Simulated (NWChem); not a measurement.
System meant: CH4F3NSi; SMILES C(N)[Si](F)(F)F

Here is an NWChem input.

```
start job
memory heap 200 mb stack 900 mb global 1100 mb
geometry units angstroms noautoz
  N     -0.104704     2.385283     0.000000
  C      0.850588     1.282643     0.000000
  Si     0.052232    -0.391002     0.000000
  F     -0.898994    -0.559316    -1.285846
  F      1.078500    -1.625589     0.000000
  F     -0.898994    -0.559316     1.285846
  H     -0.709915     2.346205    -0.817614
  H     -0.709915     2.346205     0.817614
  H      1.518980     1.371745    -0.873650
  H      1.518980     1.371745     0.873650
end
basis spherical
  * library def2-svp
end
dft
  xc b3lyp
  iterations 4
  mulliken
end
task dft energy
```

End of the output:

```
    Atom       Charge   Shell Charges
 -----------   ------   -------------------------------------------------------
    1 N    7     7.10   1.97  0.72  0.44  2.24  1.69  0.04
    2 C    6     6.15   1.96  0.59  0.32  1.91  1.27  0.09
    3 Si  14    13.38   2.00  1.92  0.59  0.24  5.81  1.16  0.75  0.91
    4 F    9     9.19   1.98  1.02  0.76  3.23  2.20  0.01
    5 F    9     9.18   1.98  1.02  0.76  3.22  2.20  0.01
    6 F    9     9.19   1.98  1.02  0.76  3.23  2.20  0.01
    7 H    1     0.94   0.61  0.21  0.12
    8 H    1     0.94   0.61  0.21  0.12
    9 H    1     0.96   0.64  0.26  0.07
   10 H    1     0.96   0.64  0.26  0.07

 center of mass
 --------------
 x =  -0.04461040 y =  -0.16388576 z =   0.00000000

 moments of inertia (a.u.)
 ------------------
         879.030792195234           0.000000000000           0.000000000000
           0.000000000000         474.562603786878           0.000000000000
           0.000000000000           0.000000000000         884.285355234194

     Multipole analysis of the density
     ---------------------------------

     L   x y z        total         alpha         beta         nuclear
     -   - - -        -----         -----         ----         -------
     0   0 0 0     -0.000000    -29.000000    -29.000000     58.000000

     1   1 0 0      0.167726      0.083863      0.083863     -0.000000
     1   0 1 0      0.539145      0.269572      0.269572      0.000000
     1   0 0 1      0.000000      0.000000      0.000000      0.000000

     2   2 0 0    -29.359922    -77.313553    -77.313553    125.267185
     2   1 1 0     -1.206185     -2.400193     -2.400193      3.594200
     2   1 0 1     -0.000000     -0.000000     -0.000000      0.000000
     2   0 2 0    -33.332397   -188.064167   -188.064167    342.795938
     2   0 1 1      0.000000      0.000000      0.000000      0.000000
     2   0 0 2    -29.667380    -73.086164    -73.086164    116.504948

 ------------------------------------------------------------------------
 dft energy failed                                                                                  0
 ------------------------------------------------------------------------
 ------------------------------------------------------------------------
  current input line :
    23: task dft energy
 ------------------------------------------------------------------------
 ------------------------------------------------------------------------
 This type of error is most commonly associated with calculations not reaching convergence criteria
 ------------------------------------------------------------------------
 For more information see the NWChem manual at https://nwchemgit.github.io

0:dft energy failed:Received an Error in Communication
```

Question: What is wrong, and how is it mended?

Answer: The run did not converge; its last values are not results. Cause: the SCF was allowed too few iterations. This input runs:
```
start job
memory heap 200 mb stack 900 mb global 1100 mb
geometry units angstroms noautoz
  N     -0.104704     2.385283     0.000000
  C      0.850588     1.282643     0.000000
  Si     0.052232    -0.391002     0.000000
  F     -0.898994    -0.559316    -1.285846
  F      1.078500    -1.625589     0.000000
  F     -0.898994    -0.559316     1.285846
  H     -0.709915     2.346205    -0.817614
  H     -0.709915     2.346205     0.817614
  H      1.518980     1.371745    -0.873650
  H      1.518980     1.371745     0.873650
end
basis spherical
  * library def2-svp
end
dft
  xc b3lyp
  iterations 150
  mulliken
end
task dft energy
```
It converges to -684.09178 Ha (B3LYP/def2-SVP).
